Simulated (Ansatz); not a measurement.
Si(CCH)2H2 (C4H4Si). Charge 0, multiplicity 3. Geometry PBE0-D4/def2-SVP, that of the neutral singlet.

```xyz
9

Si   -0.413   -0.400    0.762
C    -1.304    0.471   -0.582
C    -1.903    1.048   -1.470
H    -2.432    1.558   -2.256
C     1.389   -0.389    0.425
C     2.586   -0.386    0.209
H     3.644   -0.383    0.017
H    -0.891   -1.809    0.838
H    -0.676    0.289    2.056
```

At PBE0-D4/def2-TZVP a singlet of charge 0 lies 4.96 eV below the triplet at the same geometry.

Problem. Estimate the α-spin orbital energies around the gap (eV) in Ansatz with PBE-D4/def2-TZVP, r2SCAN-D4/def2-TZVP, PBE0-D4/def2-TZVP.

Solution. 
| orbital | PBE-D4/def2-TZVP | r2SCAN-D4/def2-TZVP | PBE0-D4/def2-TZVP |
| --- | --- | --- | --- |
| HOMO−5 | -9.06 | -9.44 | -10.50 |
| HOMO−4 | -8.83 | -9.41 | -10.50 |
| HOMO−3 | -7.90 | -8.15 | -9.20 |
| HOMO−2 | -7.26 | -7.36 | -8.32 |
| HOMO−1 | -7.03 | -7.18 | -8.14 |
| HOMO | -2.45 | -2.78 | -3.60 |
| LUMO | -1.66 | -1.44 | -0.72 |
| LUMO+1 | -1.12 | -0.80 | -0.11 |
| LUMO+2 | -0.74 | -0.42 | 0.34 |
| LUMO+3 | 0.80 | 1.26 | 1.56 |
| LUMO+4 | 0.93 | 1.57 | 1.78 |
| LUMO+5 | 1.15 | 1.75 | 2.03 |
| β HOMO | -6.97 | -7.13 | -8.10 |
| β LUMO | -6.53 | -5.88 | -5.12 |
